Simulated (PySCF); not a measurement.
# Computed properties of H₅O₃SSiTa, SMILES [OH][Ta]([OH])(=[S])[O][SiH3], multiplicity 1

Ta(S)(OH)2(OSiH3) (H₅O₃SSiTa), SMILES [OH][Ta]([OH])(=[S])[O][SiH3], multiplicity 1. Geometry: B3LYP-D3(BJ)/def2-SVP. The spin state was assumed, not searched. The def2 effective core potentials stand for the cores of Ta; spin–orbit coupling is left out. Other conformers were not sampled. All values are computed for the isolated molecule unless a solvent is named; none is compared with measurement here.

**Structure.** All 27 harmonic modes at B3LYP-D3(BJ)/def2-SVP (PySCF) are real, so it is a minimum. With heavy atoms numbered as in [Ta:1](=[S:2])([OH:3])([OH:5])[O:7][SiH3:8], the shortest bond between them is O7–Si8 at 1.676 Å and the longest Ta1–S2 at 2.185 Å.

**Vibrations.** The strongest infrared lines (harmonic, unscaled, degenerate partners summed) lie at 962 cm⁻¹ (717 km/mol, H 69 %, O 16 %, Si 15 %), 3888 cm⁻¹ (373 km/mol, H 94 %), 956 cm⁻¹ (338 km/mol, H 79 %, Si 11 %, O 10 %). The softest mode is at 28 cm⁻¹ and the zero-point energy is 35.6 kcal/mol.

**Electronic structure.** HF/def2-TZVP (PySCF) places the frontier levels at -9.87 and 2.08 eV, a gap of 11.95 eV, and gives a dipole moment of 1.98 D and a mean polarisability of 85.3 bohr³. PBE/def2-TZVP (PySCF) at the same geometry gives -6.21 and -1.98 eV, so its gap is 7.72 eV narrower. An orbital gap is neither the optical nor the fundamental gap.

**Excitations.** TDA-M06-2X/def2-SVPD (PySCF) has S1 at 4.41 eV (281 nm, f = 0.000, dark); the most intense of the 10 singlets computed lies at 5.76 eV (f = 0.03). T1 (TDA) is at 3.94 eV, 0.47 eV under S1. TDA-PBE/def2-SVPD (PySCF) puts S1 at 4.24 eV. No vertical singlet excitation falls in the visible range (under 3.1 eV).
